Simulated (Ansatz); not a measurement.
`O[Si](F)(F)Br` + silanol → `O[Si](F)(Br)O[SiH3]` + H–F  (ligand exchange at the Si–F bond)

Computed with Ansatz on PBE0-D4/def2-TZVP structures; ΔE is electronic, products minus reactants. CBS: MP2 limit from def2 TZ/QZ plus the TZ coupled-cluster correction, frozen cores. This one scheme is used for every species. Functionals use def2-TZVPP. For Br outer-core shells are correlated without core-valence functions, which leaves a few kJ/mol of doubt a bond. Scalar relativity is left out up to krypton. Each species was taken in one conformer, which may not be the lowest.

`O[Si](F)(F)Br`:

```xyz
6

O     0.486   -0.931   -0.770
Si   -0.064    0.218    0.214
F    -0.384    1.547   -0.573
F    -1.418   -0.211    0.899
Br    1.439    0.604    1.731
H    -0.059   -1.227   -1.501
```

`O[SiH3]`:

Cartesian coordinates in Å:
```
O -0.851 0.958 0.014
Si 0.231 -0.275 0.165
H -1.056 1.269 -0.868
H -0.235 -1.504 -0.535
H 0.349 -0.538 1.617
H 1.562 0.091 -0.393
```

`O[Si](F)(Br)O[SiH3]`:

```xyz
10

O    -0.207   -2.516    0.265
Si   -0.803   -1.025    0.092
F    -1.847   -0.982   -1.096
Br   -1.881   -0.519    1.927
O     0.357    0.038   -0.228
Si    0.850    1.609   -0.173
H     0.517   -2.785   -0.303
H     0.059    2.413   -1.135
H     0.671    2.139    1.200
H     2.283    1.630   -0.548
```

H–F:

Cartesian coordinates in Å:
```
F -0.397 -0.218 -0.080
H 0.397 0.218 0.080
```

```csv
level,ΔE (kJ/mol)
ωB97X-V,17.6
B2PLYP,20.6
HF/def2-TZVPP,19.8
MP2/def2-TZVPP,12.2
SCS-MP2/def2-TZVPP,14.9
CCSD/def2-TZVPP,14.4
CCSD(T)/def2-TZVPP,13.7
HF/def2-QZVPP,19.8
```

Task: What does CCSD(T)/CBS give? (An estimate is asked.)

Result: The calculation gave: +11.9 kJ/mol. The listed levels differ from it by 5.7, 8.7, 7.9, 0.3, 3.0, 2.5, 1.8, 7.9 kJ/mol.

Largest T1 diagnostic among the species: 0.011.

From PBE to PBE0 (25 % exact exchange), in def2-TZVPP and without D4, ΔE moves by −4.5 kJ/mol. In def2-TZVPP, CCSD(T) changes the Hartree–Fock value by −6.1 kJ/mol (the triples alone add −0.8 kJ/mol) and MP2 by −7.6 kJ/mol.

CCSD(T)/CBS has its own doubt, a few kJ/mol and more with outer-core shells, so smaller differences from it don't rank the levels.
